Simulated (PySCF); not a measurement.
Vertical excitations of a molecule C₃H₇BO₂ from TDA-PBE/def2-SVPD (PySCF), as energy in eV (oscillator strength): 4.79 (0.002), 5.55 (0.006), 6.24 (0.001), 6.52 (0.008), 6.66 (0.014), 7.02 (0.040), 7.20 (0.093), 7.27 (0.015), 7.36 (0.069), 7.44 (0.053). Lowest triplet (TDA): 4.37 eV. Geometry optimised at B3LYP-D3(BJ)/def2-SVP. The values are those of a single conformer.

Q: Pick the molecule that these values belong to.
A. C/C=C/B(O)O
B. COB1COC1
C. C=CB(O)OC
D. CB(C)OC=O

A: D, CB(C)OC=O
